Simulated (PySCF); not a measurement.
## Computed properties of C₄H₅BO₂, SMILES C=C1C=COB1O

C4H5BO2, SMILES C=C1C=COB1O. The structure is a stationary point at B3LYP-D3(BJ)/def2-SVP. The structure was generated by enumeration, and PubChem lists no compound with its InChIKey, so it may never have been made. The values are those of a single conformer. All values are computed for the isolated molecule unless a solvent is named; none is compared with measurement here.

**Structure.** The optimised structure has Cs symmetry. All 30 harmonic modes at B3LYP-D3(BJ)/def2-SVP (PySCF) are real, so it is a minimum. With heavy atoms numbered as in [CH2:1]=[C:2]1[CH:3]=[CH:4][O:5][B:6]1[OH:7], the shortest bond between them is C1–C2 at 1.346 Å and the longest C2–B6 at 1.572 Å.

**Vibrations.** The strongest infrared lines (harmonic, unscaled, degenerate partners summed) lie at 1514 cm⁻¹ (346 km/mol, B 70 %, O 17 %), 1286 cm⁻¹ (148 km/mol, C 50 %, B 27 %, H 13 %, O 11 %), 3836 cm⁻¹ (108 km/mol, H 94 %). The softest mode is at 160 cm⁻¹ and the zero-point energy is 56.1 kcal/mol.

**Electronic structure.** M06-2X/def2-TZVP (PySCF) places the frontier levels at -7.57 and -0.54 eV, a gap of 7.03 eV, and gives a dipole moment of 0.70 D and a mean polarisability of 65.8 bohr³. PBE/def2-TZVP (PySCF) at the same geometry gives -5.42 and -2.31 eV, so its gap is 3.92 eV narrower. An orbital gap is neither the optical nor the fundamental gap.

**Excitations.** TDDFT-M06-2X/def2-SVPD (PySCF) has S1 at 4.67 eV (266 nm, f = 0.215, bright); the most intense of the 10 singlets computed lies at 4.67 eV (f = 0.22). T1 (TDA) is at 2.94 eV. TDDFT-PBE/def2-SVPD (PySCF) puts S1 at 3.91 eV. No vertical singlet excitation falls in the visible range (under 3.1 eV).

**NMR.** GIAO shifts at PBE0/pcSseg-1 (PySCF) (non-relativistic, atoms alike by connectivity averaged): ¹³C from 123.2 to 161.3 ppm against TMS; ¹H from 4.6 to 7.0 ppm against TMS; ¹¹B at 17.5 ppm against BF3.
